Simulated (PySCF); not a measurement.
A GIAO shielding run with PySCF 2.14 (density fitting, non-relativistic, gas phase) on SMILES O(C)B(O)SC, C₂H₇BO₂S:

```
$ OMP_NUM_THREADS=1 python probes_run.py task.json out

{"job": {"kind": "nmr", "xc": "PBE0", "basis": "cc-pVTZ", "pop": true}, "charge": 0, "multiplicity": 1}
C     -1.798842     0.783646     0.055698
O     -0.461936     0.372772     0.006695
B     -0.114313    -0.930132    -0.204189
O     -1.001993    -1.946952    -0.381468
S      1.648018    -1.363345    -0.257472
C      2.413059     0.255389     0.041209
H     -2.332427     0.578985    -0.891110
H     -2.351319     0.302124     0.883318
H     -1.824660     1.869652     0.222706
H     -1.923159    -1.672698    -0.375814
H      2.171662     0.628259     1.045334
H      3.499093     0.116352    -0.040960
H      2.083728     0.991088    -0.703858
```

Hardware: 1 thread of an Arm Neoverse N1, shared host. The job also computes population analyses, field gradients.

**Question.** How large is the calculation?

**Answer.** 56 electrons, 282 basis functions and 723 auxiliary functions.

**Question.** How long does it take, and how much memory does it need?

**Answer.** 63 s of wall time, with 14 SCF cycles and 5 response iterations; peak memory 1.1 GiB. Times on a shared host scatter by some tens of per cent.

**Question.** And these other runs on the same molecule and hardware: GIAO shielding at PBE0/6-311+G(2d,p); GIAO shielding at PBE0/6-31G*; GIAO shielding at PBE0/IGLO-III; GIAO shielding at PBE0/aug-cc-pVDZ; GIAO shielding at PBE0/cc-pVDZ; GIAO shielding at PBE0/def2-SVP?

**Answer.** PBE0/6-311+G(2d,p): 212 functions, 38 s; PBE0/6-31G*: 102 functions, 15 s; PBE0/IGLO-III: 289 functions, 60 s; PBE0/aug-cc-pVDZ: 205 functions, 39 s; PBE0/cc-pVDZ: 123 functions, 18 s; PBE0/def2-SVP: 123 functions, 16 s.
